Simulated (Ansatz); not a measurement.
The cluster NiCl₂⁻. Charge -1, multiplicity 2. Geometry PBE0-D4/def2-TZVP, that of the neutral singlet; atoms count from 1.

```xyz
3

Ni    0.169    0.349   -0.623
Cl   -1.588    0.619    0.348
Cl    1.418   -0.968    0.275
```

The structure comes from a short search, and lower isomers may exist.

Question: Estimate the Mulliken populations from the PBE0/def2-TZVPD orbitals of Ansatz.

Answer: 
```csv
atom,charge (e),spin (α − β),d electrons
Ni1,0.05,0.88,8.88
Cl2,-0.53,0.06,–
Cl3,-0.53,0.06,–
```
Mulliken values and Mayer orders depend strongly on the basis. With diffuse functions, as here, like atoms can get unlike values, and bond orders can come out too low or too high.

Question: Where does the spin sit?

Answer: Summed by element: Ni 0.88, Cl 0.12, of 1 unpaired in all. Largest on single atoms: Ni1 0.88, Cl2 0.06, Cl3 0.06.

Question: And the Mayer bond orders between bonded heavy atoms (over 0.3)?

Answer: Ni1–Cl2 0.89 (2.03 Å); Ni1–Cl3 0.89 (2.03 Å).
